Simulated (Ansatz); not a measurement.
```yaml
crystal:
  periodic: [false, false, false]
  atoms:
    - {symbol: C, position_ang: [-1.564463, 0.073428, -3.514745]}
    - {symbol: S, position_ang: [-0.829702, 0.286142, -2.081188]}
    - {symbol: O, position_ang: [0.829993, 0.214474, -2.169680]}
    - {symbol: O, position_ang: [-1.031975, 1.738437, -1.521299]}
    - {symbol: O, position_ang: [-1.369342, -0.824388, -1.106721]}
    - {symbol: H, position_ang: [-1.325459, -0.847106, -3.930152]}
    - {symbol: H, position_ang: [-2.500221, 0.168466, -3.536471]}
    - {symbol: H, position_ang: [-1.087921, 0.902916, -4.389307]}
    - {symbol: C, position_ang: [0.698615, -2.151647, 2.216635]}
    - {symbol: S, position_ang: [-0.287318, -1.611437, 0.971823]}
    - {symbol: C, position_ang: [1.129048, -2.209120, -0.315436]}
    - {symbol: C, position_ang: [0.081684, 0.024962, 1.114105]}
    - {symbol: C, position_ang: [-1.073913, 0.733523, 1.405648]}
    - {symbol: C, position_ang: [-1.092198, 2.122136, 1.566153]}
    - {symbol: C, position_ang: [0.174060, 2.807146, 1.371151]}
    - {symbol: C, position_ang: [1.276336, 2.169313, 1.023870]}
    - {symbol: C, position_ang: [1.047873, 0.643808, 0.851562]}
    - {symbol: H, position_ang: [-0.034480, -1.897853, 3.153841]}
    - {symbol: H, position_ang: [0.721543, -3.415391, 2.315824]}
    - {symbol: H, position_ang: [1.635892, -1.869222, 2.386489]}
    - {symbol: H, position_ang: [0.534454, -3.097357, -0.800609]}
    - {symbol: H, position_ang: [1.010977, -1.380572, -1.164061]}
    - {symbol: H, position_ang: [2.012249, -2.380477, 0.180775]}
    - {symbol: H, position_ang: [-2.050173, 0.314080, 1.694892]}
    - {symbol: H, position_ang: [-1.945490, 2.836465, 1.943261]}
    - {symbol: H, position_ang: [0.272064, 3.969989, 1.506179]}
    - {symbol: H, position_ang: [2.424754, 2.572549, 0.842454]}
    - {symbol: H, position_ang: [1.914236, 0.204768, 0.470559]}
basis:
  gaussian: {orbitals: "6-31G*"}
hamiltonian: {xc: {name: wB97X-V}}
output: {forces: true}
```

```sh
$ ansatz run in.yaml --threads 4 --pin off --events-out ev --progress --plain --max-ram 6963MiB
```

Shortened log:

```
Functional definition: wB97X-V
2458 factors; integrals over basis functions are off by at most 1.4e-3 eV
623 factors; integrals over basis functions are off by at most 4.2e-6 eV
mean field evaluation 1: about -37336.8465 eV, gradient 9.0e1 eV
mean field evaluation 2: about -37332.2724 eV, gradient 1.1e2 eV
mean field evaluation 4: about -37352.6823 eV, gradient 5.2e0 eV
mean field evaluation 8: about -37353.4014 eV, gradient 1.3e0 eV
mean field evaluation 16: about -37353.4061 eV, gradient 2.4e-3 eV
mean field -37353.40607487 eV, -1372.7123542034 hartree, gradient 3.5e-5 eV, S^2 0.000000; 0 other end points of the search recorded, 0 dependent functions left out
reference -37353.40607276 eV, -1372.7123541259 hartree; 62, 62 occupied and 184, 184 virtual orbitals, 2458 factors
Total energy: -37353.40607276 eV, -1372.7123541259 hartree
Atom 0 at    -1.564463     0.073428    -3.514745 Å, force     7.201831     2.464794    -6.827175 eV/Å
Atom 1 at    -0.829702     0.286142    -2.081188 Å, force     7.131778     4.168782     9.442239 eV/Å
Atom 2 at     0.829993     0.214474    -2.169680 Å, force    -5.233471    -1.257563    -0.732860 eV/Å
Atom 3 at    -1.031975     1.738437    -1.521299 Å, force    -0.887635    -3.925815    -2.095830 eV/Å
Atom 4 at    -1.369342    -0.824388    -1.106721 Å, force     0.523769     1.645419    -2.678414 eV/Å
Atom 5 at    -1.325459    -0.847106    -3.930152 Å, force     0.642739    -2.161661    -0.646610 eV/Å
Atom 6 at    -2.500221     0.168466    -3.536471 Å, force    -8.245468     1.102748     0.441609 eV/Å
Atom 7 at    -1.087921     0.902916    -4.389307 Å, force    -1.360504    -2.293983     2.927662 eV/Å
Atom 8 at     0.698615    -2.151647     2.216635 Å, force    -5.700226    -6.282251     6.320014 eV/Å
Atom 9 at    -0.287318    -1.611437     0.971823 Å, force     2.267136    -2.660701    -5.041363 eV/Å
Atom 10 at     1.129048    -2.209120    -0.315436 Å, force    -7.028680     1.028964    -3.920734 eV/Å
Atom 11 at     0.081684     0.024962     1.114105 Å, force   -13.375484    -4.920001     3.021167 eV/Å
Atom 12 at    -1.073913     0.733523     1.405648 Å, force    -4.100145     3.796523     2.466594 eV/Å
Atom 13 at    -1.092198     2.122136     1.566153 Å, force     0.783324     0.826261     0.471477 eV/Å
Atom 14 at     0.174060     2.807146     1.371151 Å, force    -1.573805     4.088815     0.840895 eV/Å
Atom 15 at     1.276336     2.169313     1.023870 Å, force     3.222677    -4.367526    -1.295514 eV/Å
Atom 16 at     1.047873     0.643808     0.851562 Å, force    15.167761    11.280388    -3.102964 eV/Å
Atom 17 at    -0.034480    -1.897853     3.153841 Å, force     2.401052    -0.503302    -1.376024 eV/Å
Atom 18 at     0.721543    -3.415391     2.315824 Å, force    -0.201994     3.480113    -0.699199 eV/Å
Atom 19 at     1.635892    -1.869222     2.386489 Å, force     4.172090     1.998263     0.301787 eV/Å
Atom 20 at     0.534454    -3.097357    -0.800609 Å, force     1.750763     1.106696     1.137037 eV/Å
Atom 21 at     1.010977    -1.380572    -1.164061 Å, force     1.071361    -1.052265     1.606730 eV/Å
Atom 22 at     2.012249    -2.380477     0.180775 Å, force     2.123028    -0.523341     1.248956 eV/Å
Atom 23 at    -2.050173     0.314080     1.694892 Å, force     0.507212    -0.658757    -0.513731 eV/Å
Atom 24 at    -1.945490     2.836465     1.943261 Å, force     1.305728    -2.159843    -0.981041 eV/Å
Atom 25 at     0.272064     3.969989     1.506179 Å, force    -0.617555    -2.234035    -0.140463 eV/Å
Atom 26 at     2.424754     2.572549     0.842454 Å, force    -3.547809    -0.923404     0.466655 eV/Å
Atom 27 at     1.914236     0.204768     0.470559 Å, force     1.600527    -1.063320    -0.640902 eV/Å
Dipole moment:     0.210053    -1.044289     0.946540 e Å
```

Hardware: 4 threads of Arm Neoverse V2 on a shared host. Wall time 35 s, peak host memory 1.5 GiB.

The 6-31G sets use Cartesian d functions.
